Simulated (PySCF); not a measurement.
## Polarisability and C₆ of Cd (cadmium, neutral)

[Kr] 4d10 5s2, closed-shell 1S. Calculation: PySCF 2.14, in aug-cc-pVTZ-PP with one added diffuse shell each of s, p, d, f, g type with ECP28MDF (7s7p6d4f3g, 113 functions); a scalar-relativistic core potential. Coupled (time-dependent) response in atomic units; α is the mean over directions.

```json
{"method": "CAM-B3LYP", "mean α (bohr³)": "48.70", "C₆ (like pair)": "439.3", "S(−4)": "1110"}
```

S(−4) is the Cauchy moment in α(ω) = α(0) + S(−4) ω² + …

Reference α: 46 ± 2 bohr³ (recommended; Schwerdtfeger and Nagle, table of static dipole polarizabilities (2023 update)). Published C₆: 405.0 (Gould and Bucko (2016)).

α(iu) at CAM-B3LYP:

```csv
u (hartree),α(iu) (bohr³)
0,48.70
0.0500,46.10
0.100,39.95
0.200,27.17
0.300,18.93
0.500,11.07
0.750,7.087
1.00,5.142
1.50,3.213
2.00,2.243
3.00,1.283
5.00,0.5739
```

A single London oscillator, α(iu) = α/(1 + u²/ω²), gives C₆ = (3/4) ω α². Matching the computed C₆ needs ω = 4 × 439.3 / (3 × 48.70²) = 0.247 hartree.

Energies and moments cover only the electrons outside the core potential.
